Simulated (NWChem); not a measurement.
Species: C₃H₅Br; SMILES C=C(C)Br

Program: NWChem. Pople sets run with spherical d functions. Medium grid unless said otherwise, to which SCAN and Minnesota functionals are sensitive. The geometry was optimised at PBE0/def2-SVP. B3LYP is NWChem's, with the RPA form of VWN correlation.

### Question
Order these by “highest occupied level (eV)”, lowest first: PW6B95/6-31G*; OLYP/6-31G*; MN15/6-31G*; Hartree-Fock/6-31G*; MN15-L/6-31G*.

### Answer
Hartree-Fock/6-31G* (-9.61), MN15/6-31G* (-7.72), PW6B95/6-31G* (-7.11), MN15-L/6-31G* (-6.26), OLYP/6-31G* (-5.72)
